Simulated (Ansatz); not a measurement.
Species: sum formula H6SiNO3 (charge +1, singlet). It need not be the lowest isomer of its formula. 
Coordinates optimised at B3LYP-D3(BJ)/def2-TZVP (Ansatz, a program for electronic structure):
SMILES: N[Si](O)([OH2+])O
```xyz
11

Si    -0.1369     0.0306     0.1354
O      1.1403    -0.2727    -1.1386
O      0.9441     0.1643     1.3138
O     -0.7102     1.3245    -0.6209
N     -1.1989    -1.2331     0.2857
H      2.0567    -0.3929    -0.8355
H      0.7440     0.1830     2.2543
H     -1.5304     1.7782    -0.4057
H     -1.0356    -2.0308     0.8811
H     -2.0282    -1.3347    -0.2797
H      1.1089     0.2718    -1.9439
```
Charge +1, spin multiplicity 1.

Basis-set convergence of Hartree-Fock and MP2 correlation energies (hartree) with Ansatz. Correlated levels leave the core frozen unless marked. Spin-orbit coupling is left out. Non-relativistic.

```tsv
basis	functions	E(HF)	E(corr, MP2)
cc-pV(D+d)Z	109	-571.42297	-0.82586
cc-pV(T+d)Z	243	-571.55550	-1.04997
cc-pV(Q+d)Z	464	-571.58286	-1.13191
```

Extrapolating the two largest sets (X = 3 and 4) as X^-3: E(corr) = (64·(-1.13191) - 27·(-1.04997))/37 = -1.1917 Eh, an estimate of the basis-set limit. The largest set recovers 95.0 % of it, the smallest 69.3 %.
